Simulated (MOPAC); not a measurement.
A run for MOPAC: AM1 on GeH4O2 (SMILES [OH][GeH2][OH]), a point of a torsion scan.

```
AM1 1SCF PRECISE CHARGE=0 THREADS=1
GeH4O2

O      1.30995299 1     0.55240679 1     0.33277336 1
Ge     0.03960648 1    -0.57476893 1    -0.06894060 1
O     -0.49786532 1    -1.22766481 1     1.43909539 1
H      1.21642422 1     1.46968850 1     0.09280417 1
H     -1.15257498 1     0.10103171 1    -0.67204588 1
H      0.66976769 1    -1.64188776 1    -0.91131761 1
H      0.15861298 1    -1.25159729 1     2.13320904 1
```

Output:

```
*******************************************************************************
 **                                                                           **
 **                              MOPAC v23.2.5                                **
 **                                                                           **
 *******************************************************************************
 ** MOPAC's Digital Object Identifier: https://doi.org/10.5281/zenodo.6511958 **
 **                                                                           **
 ** Please cite the open-source release paper for use of this MOPAC version:  **
 ** J. E. Moussa and J. J. P. Stewart (2026)                                  **
 ** MOPAC: An open-source semiempirical molecular orbital program             **
 ** J. Open Source Softw., 11(119), 8025, https://doi.org/10.21105/joss.08025 **
 *******************************************************************************

                              AM1 CALCULATION RESULTS

 *******************************************************************************
 *  AM1        - The AM1 Hamiltonian to be used
 *
 *
 *
 *                 CHARGE ON SYSTEM = 0
 *
 *
 *
 *  PRECISE    - TIGHTER CRITERIA TO BE USED
 *  1SCF       - DO 1 SCF AND THEN STOP
 *  THREADS=1  - MULTI-THREADING NOT USED
 *  T=         - A TIME OF 172800.0 SECONDS REQUESTED
 *  DUMP=N     - RESTART FILE WRITTEN EVERY 7200.0 SECONDS REQUESTED
 *******************************************************************************
AM1 1SCF PRECISE CHARGE=0 THREADS=1
 GeH4O2

   ATOM   CHEMICAL          X               Y               Z
  NUMBER   SYMBOL      (ANGSTROMS)     (ANGSTROMS)     (ANGSTROMS)

     1       O          1.30995299  *   0.55240679  *   0.33277336  *
     2      Ge          0.03960648  *  -0.57476893  *  -0.06894060  *
     3       O         -0.49786532  *  -1.22766481  *   1.43909539  *
     4       H          1.21642422  *   1.46968850  *   0.09280417  *
     5       H         -1.15257498  *   0.10103171  *  -0.67204588  *
     6       H          0.66976769  *  -1.64188776  *  -0.91131761  *
     7       H          0.15861298  *  -1.25159729  *   2.13320904  *



          CARTESIAN COORDINATES

    NO.       ATOM           X           Y           Z

     1         O          1.3100      0.5524      0.3328
     2        Ge          0.0396     -0.5748     -0.0689
     3         O         -0.4979     -1.2277      1.4391
     4         H          1.2164      1.4697      0.0928
     5         H         -1.1526      0.1010     -0.6720
     6         H          0.6698     -1.6419     -0.9113
     7         H          0.1586     -1.2516      2.1332

  H: (AM1): M.J.S. DEWAR ET AL, J. AM. CHEM. SOC. 107 3902-3909 (1985)
  O: (AM1): M.J.S. DEWAR ET AL, J. AM. CHEM. SOC. 107 3902-3909 (1985)
 Ge: (AM1): M.J.S.Dewar and C.Jie, Organometallics, 8, 1544, (1989)

           Empirical Formula: H4 O2 Ge  =     7 atoms



      MOLECULAR POINT GROUP   :   C1


      RHF CALCULATION, NO. OF DOUBLY OCCUPIED LEVELS = 10


 -------------------------------------------------------------------------------
 AM1 1SCF PRECISE CHARGE=0 THREADS=1
 GeH4O2



     1SCF WAS SPECIFIED, SO BFGS WAS NOT USED
     SCF FIELD WAS ACHIEVED


                              AM1 CALCULATION
                                                       MOPAC v23.2.5 Linux




          FINAL HEAT OF FORMATION =       -106.86043 KCAL/MOL =    -447.10406 KJ/MOL


          COSMO AREA              =         95.79 SQUARE ANGSTROMS
          COSMO VOLUME            =         81.60 CUBIC ANGSTROMS

          IONIZATION POTENTIAL    =         10.948701 EV
          HOMO LUMO ENERGIES (EV) =        -10.949  1.121
          NO. OF FILLED LEVELS    =         10
          MOLECULAR WEIGHT        =        108.6204         POINT GROUP:  C1

          MOLECULAR DIMENSIONS (Angstroms)

            Atom       Atom       Distance
            H     7    H     4     3.56197
            H     4    H     6     2.67027
            O     1    H     5     2.43841


          SCF CALCULATIONS        =          1





   ATOM   CHEMICAL          X               Y               Z
  NUMBER   SYMBOL      (ANGSTROMS)     (ANGSTROMS)     (ANGSTROMS)

     1       O          1.30995299  *   0.55240679  *   0.33277336  *
     2      Ge          0.03960648  *  -0.57476893  *  -0.06894060  *
     3       O         -0.49786532  *  -1.22766481  *   1.43909539  *
     4       H          1.21642422  *   1.46968850  *   0.09280417  *
     5       H         -1.15257498  *   0.10103171  *  -0.67204588  *
     6       H          0.66976769  *  -1.64188776  *  -0.91131761  *
     7       H          0.15861298  *  -1.25159729  *   2.13320904  *

                             CARTESIAN COORDINATES

   1    O        1.309952990     0.552406790     0.332773360
   2   Ge        0.039606480    -0.574768930    -0.068940600
   3    O       -0.497865320    -1.227664810     1.439095390
   4    H        1.216424220     1.469688500     0.092804170
   5    H       -1.152574980     0.101031710    -0.672045880
   6    H        0.669767690    -1.641887760    -0.911317610
   7    H        0.158612980    -1.251597290     2.133209040


           Empirical Formula: H4 O2 Ge  =     7 atoms



      MOLECULAR POINT GROUP   :   C1


                  EIGENVALUES
 -36.13030 -35.02770 -17.99659 -17.26924 -14.81983 -14.06307 -13.57038 -12.57454
 -12.21963 -10.94870   1.12103   1.30166   1.45752   1.70149   5.84260   6.08053


              NET ATOMIC CHARGES AND DIPOLE CONTRIBUTIONS

  ATOM NO.   TYPE          CHARGE      No. of ELECS.   s-Pop       p-Pop
    1          O          -0.669516        6.6695     1.85298     4.81654
    2         Ge           1.293930        2.7061     0.82229     1.88378
    3          O          -0.642863        6.6429     1.85895     4.78391
    4          H           0.229006        0.7710     0.77099
    5          H          -0.217438        1.2174     1.21744
    6          H          -0.220590        1.2206     1.22059
    7          H           0.227471        0.7725     0.77253
 DIPOLE           X         Y         Z       TOTAL
 POINT-CHG.    -0.424     0.325    -1.842     1.918
 HYBRID         0.491     0.737     0.661     1.104
 SUM            0.067     1.062    -1.181     1.590


          ATOMIC ORBITAL ELECTRON POPULATIONS

     Atom    s        px        py        pz
    1  O   1.85298   1.67505   1.26563   1.87586
    2 Ge   0.82229   0.61918   0.64953   0.61507
    3  O   1.85895   1.52386   1.88650   1.37356
    4  H   0.77099
    5  H   1.21744
    6  H   1.22059
    7  H   0.77253

 **********************
 *                    *
 * JOB ENDED NORMALLY *
 *                    *
 **********************




 == MOPAC DONE ==
```

The run finished.

Cost: roughly 0.020 core-seconds.
